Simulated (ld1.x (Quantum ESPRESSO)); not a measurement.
**What one change does to a pseudopotential (Cu (Z = 29), TM)**

* Element: Cu
* Generator: ld1.x (Quantum ESPRESSO) 7.5
* Type: norm-conserving Troullier–Martins (Kleinman–Bylander form)
* Functional: PBE
* Relativity: fully relativistic
* Frozen core: [Ar]
* Valence charge: 11
* Reference configuration: 3d9 4s2 4p0
* Partial waves: 4s (bound): rc 2.15 bohr; 4p (bound, empty): rc 3.10 bohr; 3d (bound): rc 1.35 bohr; 4f channel at 0.2 Ry: rc 3.15 bohr
* Local potential: all-electron potential smoothed inside 1.95 bohr (lloc = -1)
* Core correction: Bessel-smoothed model core inside 0.95 bohr

Open shells are filled in proportion to 2j + 1 (rel_dist='average').

All-electron outer shells of the reference configuration (PBE, scalar-relativistic, ld1.x):

```
shell  level (eV)  outermost node (bohr)  outermost maximum (bohr)
   3s     -120.00                   0.29                      0.61
   3p      -77.31                   0.26                      0.62
   3d       -9.52                      –                      0.60
   4s       -5.81                   0.88                      2.16
   4p       -1.17                   0.96                      3.14
```

Change: local potential all-electron potential smoothed inside 1.15 bohr (lloc = -1).

Cutoffs: the cutoffs (Ry, on a coarse ladder) from which the occupation-weighted sum of valence levels, in a spherical-Bessel basis at the reference potential, stays within 10 and 1 mRy of its value at 400 Ry; they do not see the model core or the augmentation charge, which bear on the density cutoff. Errors are all-electron minus pseudo energies relative to the spin-unpolarised reference configuration.

Q: Predict the effect on cutoff, ghosts and configuration errors.

A: The potential gets neither clearly harder nor softer (140 Ry and 260 Ry → 140 Ry and 260 Ry); a bound ghost appears in s, which as a rule spoils a file; of the 7 tests that both files solve, the error grows in 0 and shrinks in 5 by more than 15 % and 0.3 meV (median size 188.8 → 137.0 meV); the range in which the d3/2 phases agree widens (upper end 0.6 → 3.5); the range in which the d5/2 phases agree widens (upper end 0.6 → 3.5). In the separable form a ghost depends on how the local part lies against the semilocal potential of the channel, so the choice of the local part can create or remove one.

```tsv
quantity	base	changed
cutoff, loose	140 Ry	140 Ry
cutoff, tight	260 Ry	260 Ry
loose cutoff by channel (10 mRy a level)	s 8 Ry, d 120 Ry	s 15 Ry, d 120 Ry
bound ghosts	none	s
error for 3d10 4s1 4p0, meV [ΔE -1.97 eV]	-144	-103
error for 3d10 4s0 4p0, meV [ΔE 6.18 eV]	-246	-183
error for 3d9 4s0 4p0, meV [ΔE 27.51 eV]	-41	-40
error for 3d7 4s0 4p0, meV [ΔE 126.24 eV]	-1196	-789
error for 3d10 4s0.5 4p0, meV [ΔE 1.19 eV]	-189	-137
error for 3d9 4s1 4p1, meV [ΔE 4.84 eV]	+0.5	+0.7
error for 3d10 4s0 4p1, meV [ΔE 2.17 eV]	-193	-137
s: phases at 3.41 bohr within 0.05 rad from the reference energy up to (Ry; the scan ends near 5)	1.1	1.6
p1/2: phases at 3.41 bohr within 0.05 rad from the reference energy up to (Ry; the scan ends near 5)	1.6	1.1
p3/2: phases at 3.41 bohr within 0.05 rad from the reference energy up to (Ry; the scan ends near 5)	1.6	1.1
d3/2: phases at 3.41 bohr within 0.05 rad from the reference energy up to (Ry; the scan ends near 5)	0.6	3.5
d5/2: phases at 3.41 bohr within 0.05 rad from the reference energy up to (Ry; the scan ends near 5)	0.6	3.5
f5/2: phases at 3.41 bohr within 0.05 rad from the reference energy up to (Ry; the scan ends near 5)	4.2	2.6
f7/2: phases at 3.41 bohr within 0.05 rad from the reference energy up to (Ry; the scan ends near 5)	4.2	2.5
```

Changed file: These tests converged, but a pseudo level misses the all-electron one widely, so the file describes the atom poorly there or has found another state: 3d7 4s0 4p0: empty 4p by 6.8 eV (a node warning on the way). A true bound ghost makes a file unfit for plane-wave use even where its test errors are small: the radial tests pick states by their node count and pass the ghost by.
